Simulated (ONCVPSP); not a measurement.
# Zr (Z = 40): ONCV pseudisation with LDA (Perdew-Wang 92), scalar-relativistic reference atom.

ONCVPSP 4.0.1 input, shortened (lines: element, Z, core and valence counts, functional; n l f; lmax; l rc ep ncon nbas qcut; lloc lpopt rc5 dvloc0; l nproj debl; icmod fcfact rcfact), LDA (Perdew-Wang 92), scalar-relativistic:

```
  Zr 40.00    6    4  -001012      upf
    1    0    2.00
    2    0    2.00
    2    1    6.00
    3    0    2.00
    3    1    6.00
    3    2   10.00
    4    0    2.00
    4    1    6.00
    4    2    2.50
    5    0    1.50
    2
    0    2.10    0.00    4    9    4.70
    1    2.25    0.00    4    9    5.40
    2    1.95    0.00    3    8    5.50
    2    5    1.95    0.00
    0    2    0.80
    1    2    2.20
    2    0    0.60
    1    0.65    0.00
```

Calculated quality:

| Item | Value |
| --- | --- |
| Cutoffs needed | 12 Ha and 15 Ha (the cutoffs (Ha) at which the residual kinetic energy of the hardest occupied pseudo-wave falls to 1 and 0.1 mHa per electron) |
| Ghost test | no bound ghost flagged; no localised positive-energy state flagged |
| Largest excitation error | -348 meV (all-electron minus pseudo) for 4s1 4p6 4d2 5s2, out of 4 test configurations |
| rms error of d²Exc/dni dnj | 4.14 mHa without and 1.45 mHa with the model core |

Generation and tests took about 3.1 s on one core of a shared server CPU.
